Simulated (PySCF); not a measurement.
How well do the runs reproduce experiment for C2H6Se?

**Measured values to compare with.**

NIST CCCBDB Release 22 (SRD 101), experimental dipoles lists, for the gas: dipole moment 1.41 ± 0.02 D.

The runs below try to reproduce these values; the comparison stands at the end.

Species: C₂H₆Se.
Atom-mapped SMILES: `[CH3:1][Se:2][CH3:3]` (hydrogens: H4, H5, H6 on C1; H7, H8, H9 on C3)

Cartesian coordinates in Å at the PBE0-D3(BJ)/def2-SVP level; atoms count from 1:
```xyz
9
C2H6Se angstrom
C      1.2031    0.5944    0.6111
Se     0.2062    0.6599   -1.0522
C     -1.1880   -0.5886   -0.5405
H      1.5736   -0.4221    0.8048
H      2.0605    1.2724    0.5016
H      0.5828    0.9361    1.4516
H     -0.7634   -1.5770   -0.3148
H     -1.8707   -0.6804   -1.3963
H     -1.7499   -0.2128    0.3261
```

Runs made with PySCF (gas phase, on this PBE0-D3(BJ)/def2-SVP geometry; no spin–orbit coupling):

| level | job | basis functions | wall time |
| --- | --- | --- | --- |
| PBE0-D3(BJ)/def2-SVP, grid level 1 | geometry optimisation from a GFN2-xTB start shaken at random | 90 | 25 s |

Hardware: AMD EPYC 7R43, one thread, on a shared host.

**Comparison with experiment**

**Dipole moment.** Measured: 1.41 D (NIST CCCBDB Release 22 (SRD 101), experimental dipoles).

```csv
level,computed (D),computed − measured (D),% (from the printed values)
PBE0-D3(BJ)/def2-SVP,1.45,+0.04,+3
```

The computed dipoles belong to one fixed geometry; measured ones are averaged over vibrations unless marked μe. Magnitudes are compared, not signs.

No measured geometry was used, and the causes of the misses weren't examined.
